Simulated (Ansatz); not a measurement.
Ansatz (an electronic-structure program) input (wB97M-V/pcseg-3): A basis named .json is the Basis Set Exchange file of that set (core-valence sets with the plain set on hydrogen).

Ansatz 0.2 input:
```yaml
crystal:
  periodic: [false, false, false]
  atoms:
    - {symbol: N, position_ang: [0.95240930, -1.58783070, 2.45141565]}
    - {symbol: H, position_ang: [1.57941018, -1.07116692, 3.05740418]}
    - {symbol: H, position_ang: [0.12353136, -1.81419853, 2.98986435]}
    - {symbol: H, position_ang: [1.40723241, -2.46052669, 2.20820663]}
basis:
  gaussian:
    orbitals: pcseg-3.json
hamiltonian:
  xc: {name: wB97M-V}
magnetization: {spin_polarized: false}
```

Output:

```
Functional definition: wB97M-V
integrals: 0.03 GiB planned
404 factors; their error is unknown
integrals: 0.07 GiB planned
121 factors; integrals over basis functions are off by at most 2.3e-5 eV
mean field: 0.53 GiB planned
mean field evaluation 1: about -1534.8957 eV, gradient 4.7e1 eV
mean field evaluation 2: about -1535.1303 eV, gradient 4.5e1 eV
mean field evaluation 4: about -1538.9604 eV, gradient 2.4e-1 eV
mean field evaluation 8: about -1538.9597 eV, gradient 2.8e-2 eV
mean field -1538.95971877 eV, -56.5557265206 hartree, gradient 4.5e-5 eV, S^2 0.000000; 0 other end points of the search recorded, 0 dependent functions left out
reference -1538.95976012 eV, -56.5557280399 hartree; 5, 5 occupied and 154, 154 virtual orbitals, 404 factors
Total energy: -1538.95976012 eV, -56.5557280399 hartree
```
